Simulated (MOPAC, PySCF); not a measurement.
C$_{8}$H$_{8}$B$_{2}$S, SMILES `Bc1ccc(B)c2sccc12`, neutral singlet in the gas phase. 

Z-matrix (Å, degrees):
```
C
C 1 1.4181
C 2 1.4126 1 122.76
C 3 1.4045 2 116.40 1 0.04
H 4 1.0930 3 118.45 2 180.00
C 4 1.3963 5 119.75 3 180.00
H 6 1.0929 4 119.43 5 -0.02
C 6 1.4038 7 118.50 4 -179.97
C 1 1.4337 2 111.58 3 179.99
C 9 1.3606 1 112.42 2 0.00
H 9 1.0892 10 123.62 1 -179.99
H 10 1.0900 9 127.21 11 0.00
B 3 1.5434 4 120.48 5 -0.02
H 13 1.2080 3 119.59 4 0.00
H 13 1.2087 14 119.53 3 179.99
B 8 1.5438 6 119.26 7 0.12
H 16 1.2080 8 121.99 6 179.61
H 16 1.2090 17 118.91 11 -179.54
S 10 1.7280 12 119.27 9 180.00
```
Charge 0, multiplicity 1.

All levels are single points at this geometry (PBE0-D4/def2-SVP); Pople sets use spherical d functions. Orbital energies aren't observables, and empty levels follow the basis.

```csv
level,HOMO (eV),LUMO (eV),gap (eV),dipole (D),"vertical IE, Delta-SCF (eV)"
PBE-D3(BJ)/def2-TZVP in PySCF,-5.93,-3.79,2.13,0.68,8.30
PBE0-D4/def2-TZVP in PySCF,-6.78,-2.99,3.79,0.58,8.41
B3LYP/3-21G in PySCF,-6.51,-2.95,3.55,0.60,–
B3LYP/6-31G* in PySCF,-6.34,-2.82,3.52,0.57,8.18
B3LYP/LANL2DZ in PySCF,-6.61,-3.07,3.54,0.59,–
BP86/6-31G* in PySCF,-5.79,-3.60,2.19,0.64,–
HF/6-31G* in PySCF,-8.29,0.70,8.98,0.69,–
PM3 in MOPAC,-9.12,-1.75,7.38,0.72,–
PM6 in MOPAC,-8.71,-1.49,7.21,0.48,–
```
